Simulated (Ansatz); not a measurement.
Cost and result for the atomization energy of `Cl[SiH][SeH]` radical (5 atoms, 4 bonds).

Charge 0, multiplicity 2. Correlated methods include outer-core shells of Se, which these sets cover unevenly. Scalar relativity is left out up to krypton. All single points use the PBE0-D4/def2-TZVP geometry. It is one conformer, not always the lowest. Program: Ansatz. All runs use 2 threads of a server CPU on a shared host. Times are those of one run each, without the atoms' runs, and a repeat can differ threefold. Electronic energies, without spin–orbit coupling; frozen cores. CCSD(T)/CBS adds CCSD(T) − MP2 in def2-TZVPP to the MP2 limit, and its time is that of the two runs behind it. T1 = 0.012; ⟨S²⟩ of the reference is 0.76. With those shells the extrapolation isn't a true limit. B3LYP takes the VWN-RPA correlation (the form of Gaussian; ORCA's B3LYP/G).

CCSD(T)/CBS is a level of theory with its own doubt, some kJ/mol a heavy atom from the limit and from the frozen cores, so smaller differences don't rank the functionals.

| level | functions | wall time | atomization (kJ/mol) | difference from CCSD(T)/CBS | per bond |
| --- | --- | --- | --- | --- | --- |
| revPBE-D4/def2-TZVPP | 160 | 1.4 s | 1297.4 | -10.7 | -2.7 |
| PBE0-D4/def2-TZVPP | 160 | 2.8 s | 1307.2 | -0.9 | -0.2 |
| BHLYP-D4/def2-TZVPP | 160 | 2.8 s | 1264.0 | -44.1 | -11.0 |
| B3LYP-D4/def2-TZVPP (with forces) | 160 | 3 s | 1295.6 | -12.5 | -3.1 |
| CCSD(T)/def2-SVP | 78 | 3.2 s | 1168.1 | -140.0 | -35.0 |
| PBE-QIDH/def2-TZVPP | 160 | 3.3 s | 1294.8 | -13.3 | -3.3 |
| B2PLYP/def2-TZVPP | 160 | 3.4 s | 1274.2 | -33.9 | -8.5 |
| r2SCAN-D4/def2-TZVPP (with forces) | 160 | 3.5 s | 1330.0 | 21.9 | 5.5 |
| r2SCANh-D4/def2-TZVPP | 160 | 4.2 s | 1320.0 | 11.9 | 3.0 |
| B97M-V/def2-TZVPP | 160 | 6 s | 1322.0 | 13.9 | 3.5 |
| MP2/def2-QZVPP | 289 | 12 s | 1307.8 | -0.3 | -0.1 |
| CCSD(T)/def2-TZVPP | 160 | 57 s | 1255.6 | -52.5 | -13.1 |
| CCSD(T)/CBS(def2) | – | 69 s | 1308.1 | 0.0 | 0.0 |

In def2-TZVPP, CCSD(T) changes the Hartree–Fock value by +330.1 kJ/mol (the triples alone add +26.1 kJ/mol) and MP2 by +351.4 kJ/mol; breaking electron pairs costs correlation energy, which Hartree–Fock lacks. From BLYP to BHLYP (50 % exact exchange), in def2-TZVPP and without D4, the atomization energy moves by −18.7 kJ/mol: exact exchange takes away binding that semilocal exchange gives to molecules. At CCSD(T), def2-SVP lies −140.1 kJ/mol from the extrapolated value and def2-TZVPP −52.5 kJ/mol: correlation converges slowly with the basis, and small sets miss more of it in the bonded molecule than in its fragments.
